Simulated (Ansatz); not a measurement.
Geometry optimisation, Ansatz 0.2.0, RHF/def2-SVP.

Input file:

```yaml
crystal:
  periodic: [false, false, false]
  atoms:
    - { symbol: Ge, position_ang: [-0.564235, 0.147169, -0.421117] }
    - { symbol: Ge, position_ang: [-0.17259, -0.183013, 3.169639] }
    - { symbol: H, position_ang: [-0.939932, -0.243668, 4.508112] }
    - { symbol: H, position_ang: [1.11163, -1.002779, 3.291831] }
    - { symbol: H, position_ang: [0.126, 1.291053, 2.866946] }
    - { symbol: F, position_ang: [0.851682, 0.111853, 0.519278] }
    - { symbol: F, position_ang: [-0.342307, 1.530972, -1.368589] }
    - { symbol: F, position_ang: [-0.446437, -1.243841, -1.378151] }
    - { symbol: "N", position_ang: [-2.247243, 0.165795, 0.327778] }
    - { symbol: H, position_ang: [-2.624846, -0.72082, 0.605698] }
    - { symbol: H, position_ang: [-2.47518, 0.893944, 0.97828] }
    - { symbol: H, position_ang: [-1.102042, -0.746663, 2.078995] }
basis:
  gaussian: { orbitals: def2-SVP }
hamiltonian:
  xc: hf
relax:
  f_tol: 0.03
  max_steps: 50
```

Launched with:

```bash
$ ansatz run input.yaml --threads 4 --pin off --max-ram 5120MiB --backend cpu --events-out ev --progress --plain --runs-dir out
```

Problem. Where does it end, and by what steps?

Solution. It converged. The force dipped under the threshold on the way, but the program's further checks kept it going. After 20 steps the energy has fallen by 0.585 eV; H3 moved furthest, 1.08 Å.

| step | energy less start (eV) | largest force component (eV/Å) | accepted |
| --- | --- | --- | --- |
| 0 | 0.0000 | 1.865 | yes |
| 1 | -0.3092 | 0.717 | yes |
| 2 | -0.4498 | 0.500 | yes |
| 3 | -0.5365 | 0.175 | yes |
| 4 | -0.5657 | 0.293 | yes |
| 5 | -0.5625 | 0.291 | no |
| 6 | -0.5695 | 0.228 | yes |
| 7 | -0.5760 | 0.086 | yes |
| 8 | -0.5795 | 0.100 | yes |
| 9 | -0.5809 | 0.085 | yes |
| 10 | -0.5828 | 0.100 | yes |
| 11 | -0.5833 | 0.035 | yes |
| 12 | -0.5835 | 0.032 | yes |
| 13 | -0.5836 | 0.020 | yes |
| 14 | -0.5838 | 0.015 | yes |
| 15 | -0.5839 | 0.022 | yes |
| 16 | -0.5840 | 0.041 | yes |
| 17 | -0.5841 | 0.044 | yes |
| 18 | -0.5841 | 0.101 | yes |
| 19 | -0.5844 | 0.057 | yes |
| 20 | -0.5846 | 0.023 | yes |

```xyz
12
Properties=species:S:1:pos:R:3
Ge -0.693 0.168 -0.787
Ge 0.017 -0.295 3.801
H -0.263 -0.540 5.291
H 1.378 -0.885 3.431
H -0.006 1.213 3.529
F 0.471 0.205 0.453
F -0.287 1.464 -1.795
F -0.394 -1.284 -1.603
N -2.378 0.275 -0.283
H -2.819 -0.503 0.169
H -2.765 1.157 -0.006
H -1.089 -0.975 2.980
```

Whether the end is a true minimum wasn't checked by a vibrational analysis.

The run took 39 s on 4 threads of Arm Neoverse V2, with other jobs on the host, peak memory 0.51 GiB.
